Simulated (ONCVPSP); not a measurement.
## tellurium (Te): one change to an ONCV potential, before and after

ONCVPSP 4.0.1 input, shortened (lines: element, Z, core and valence counts, functional; n l f; lmax; l rc ep ncon nbas qcut; lloc lpopt rc5 dvloc0; l nproj debl; icmod fcfact rcfact), PBE, scalar-relativistic:

```
  Te 52.00    9    2        4      upf
    1    0    2.00
    2    0    2.00
    2    1    6.00
    3    0    2.00
    3    1    6.00
    3    2   10.00
    4    0    2.00
    4    1    6.00
    4    2   10.00
    5    0    2.00
    5    1    3.50
    2
    0    1.90    0.00    4    8    2.80
    1    2.25    0.00    4    8    3.10
    2    1.75    0.38    4    7    5.40
    4    5    1.30    1.00
    0    2    2.50
    1    2    3.90
    2    3    2.80
    2    0.55    1.20
```

All-electron outer shells of the reference configuration (PBE, scalar-relativistic, ld1.x):

```
shell  level (eV)  outermost node (bohr)  outermost maximum (bohr)
   4p     -118.75                   0.38                      0.74
   4d      -45.98                   0.36                      0.81
   5s      -19.14                   0.91                      1.80
   5p       -9.69                   1.00                      2.14
```

Change: s: qcut 2.2; p: qcut 2.5; d: qcut 4.3.

Cutoffs: the cutoffs (Ha) at which the residual kinetic energy of the hardest occupied pseudo-wave falls to 1 and 0.1 mHa per electron; they do not see the model core or the augmentation charge, which bear on the density cutoff. Errors are all-electron minus pseudo energies relative to the spin-unpolarised reference configuration.

Problem. Predict the effect on cutoff, ghosts and configuration errors.

Solution. The potential gets neither clearly harder nor softer (40 Ha and 49 Ha → 43 Ha and 51 Ha); both files keep a bound ghost (d, s); of the 4 tests that both files solve, the error grows in 1 and shrinks in 0 by more than 15 % and 0.3 meV (median size 5.9 → 6.5 meV).

```tsv
quantity	base	changed
cutoff, loose	40 Ha	43 Ha
cutoff, tight	49 Ha	51 Ha
loose cutoff by channel	s 40 Ha, p 11 Ha	s 43 Ha, p 17 Ha
bound ghosts	d, s	d, s
GHOST(+) flags under 300 eV	p at 104.8 eV	p at 104.9 eV
error for 5s2 5p4, meV [ΔE -3.90 eV]	+1.3	+1.2
error for 5s2 5p3, meV [ΔE 5.83 eV]	-1.5	-1.6
error for 5s2 5p2, meV [ΔE 23.76 eV]	-10	-12
error for 5s1 5p4, meV [ΔE 15.67 eV]	-16	-18
s: phases at 1.93 bohr within 0.05 rad from the reference energy up to (Ha; the scan ends near 5)	-0.4	-0.2
p: phases at 2.28 bohr within 0.05 rad from the reference energy up to (Ha; the scan ends near 5)	3.8	3.8
d: phases at 1.77 bohr within 0.05 rad from the reference energy up to (Ha; the scan ends near 5)	to the end of the scan	to the end of the scan
rms error of d²Exc/dni dnj with the model core, mHa	0.35	0.24
```

 A true bound ghost makes a file unfit for plane-wave use even where its test errors are small: the radial tests pick states by their node count and pass the ghost by.
